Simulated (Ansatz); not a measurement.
MnF2. Total charge 0; doublet. Geometry PBE0-D4/def2-TZVP; atoms count from 1.

Cartesian coordinates in Å:
```
Mn -0.0001 0.0000 0.0001
F -1.0428 0.6959 -1.2290
F 1.0429 -0.6959 1.2289
```

The charge 0 doublet is spin-contaminated (final ⟨S²⟩ up to 2.61, 0.75 for a pure state). At PBE0-D4/def2-TZVP a sextet of charge 0 lies 2.65 eV below the doublet, each at its own geometry.

(1) Estimate the Mulliken populations from the PBE0/def2-TZVP orbitals of Ansatz.

(2) Where does the spin sit?

(3) And the Mayer bond orders between heavy atoms (over 0.3)?

Results:

(1) 
| atom | charge (e) | spin (α − β) | d electrons |
| --- | --- | --- | --- |
| Mn1 | 1.05 | 1.05 | 5.36 |
| F2 | -0.52 | -0.03 | – |
| F3 | -0.52 | -0.03 | – |
Mulliken values depend strongly on the basis.

(2) Summed by element: Mn 1.05, F -0.05, of 1 unpaired in all. Largest on single atoms: Mn1 1.05, F2 -0.03, F3 -0.03.

(3) Mn1–F2 0.84 (1.76 Å); Mn1–F3 0.84 (1.76 Å).
